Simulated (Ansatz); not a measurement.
Born–Oppenheimer molecular dynamics of CH$_{6}$BClOS (11 atoms, charge 0, multiplicity 1). It starts at the highest image of a converged band. Of that band: The profile has 2 maxima (images 4, 7) with wells between them (image 6): this band takes more than one step, which may be the mechanism or a detour left from its start path. A structure lower than the last end lies on the path between it and the top, so the climb from that side starts below the end, which may itself be a saddle point or a shallow side well. A vibrational analysis at the climbing image gives one clearly imaginary mode, 580i cm⁻¹: a first-order saddle point.

Level of theory: RKS PBE/6-31G* (Ansatz 0.2.0).

```json
{"ensemble": "NVE (velocity Verlet)", "time step": "0.5 fs", "steps asked": "200", "starting velocities drawn for": "300 K", "seed": "11199"}
```

First frame:

```xyz
11
Properties=species:S:1:pos:R:3
B 0.029 0.193 -0.051
Cl 0.118 -0.625 2.119
C 1.487 0.096 -0.626
H 1.723 -0.957 -0.854
H 1.559 0.667 -1.571
H 2.261 0.472 0.062
O -1.026 -0.426 -0.659
H -1.881 -0.333 -0.198
S -0.460 2.050 0.760
H 0.814 2.510 0.874
H -0.261 0.983 1.891
```

Q: How far do the bonds stretch over the last three quarters of this one trajectory? (Pairs bonded in most of those frames.)

A: 
```csv
bond,mean (Å),spread (Å),shortest,longest
B1–C3,1.579,0.024,1.53,1.62
B1–O7,1.368,0.015,1.35,1.40
B1–S9,1.893,0.025,1.85,1.96
Cl2–H11,1.329,0.055,1.24,1.45
C3–H4,1.104,0.011,1.09,1.12
C3–H5,1.108,0.006,1.10,1.12
C3–H6,1.102,0.005,1.09,1.11
O7–H8,0.980,0.021,0.95,1.01
S9–H10,1.365,0.038,1.31,1.42
```

Mean temperature of the second half: 702 K. The conserved energy stayed within 0.18 meV per atom of its start (net change -0.022 meV per atom), so the integration is sound. The kinetic energy rose, since the run started high on the potential surface and went downhill. It ends in pieces (CH5BOS + ClH), so much of that is their flight and rotation, not heat. A run of 0.1 ps of so small a system gives no equilibrium averages. The orbitals stay closed-shell, which can raise the energy where a bond breaks towards radicals; this wasn't checked here.

Time of the run: 6.9 min on 2 threads of Arm Neoverse V1, with other jobs on the host, peak memory 0.13 GiB.
